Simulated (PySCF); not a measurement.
Relaxation of quartet Cd₃N

Method: UPBE/[N def2-SVP, Cd def2-SVP with ECP28], scalar-relativistic core potentials, density fitting, no spin–orbit coupling, PySCF. A (50,194) grid was used.

A hand-made trigonal pyramidal start, of C3v symmetry, held to at least that symmetry:

Coordinates in bohr (charge 0 multiplicity 4):
```
N     0.0000    0.0000   -1.7641
Cd    3.4538    0.0001    0.0723
Cd   -1.7270    2.9911    0.0723
Cd   -1.7269   -2.9911    0.0723
```

(1) What does it relax to?

(2) How much energy is released, and in how many steps?

Results:

(1) It ends at C3v with N–Cd 2.249 Å (×3); Cd–N–Cd 101.4° (×3) (after a last refinement on a finer grid). A frequency run shows a minimum. Other isomers or separated fragments may lie lower.

(2) 36.2 kJ/mol in 10 steps.

At this level a doublet minimum of C2v symmetry lies 15 kJ/mol below this structure.

The relaxation took of the order of 5 core-minutes on a shared host.
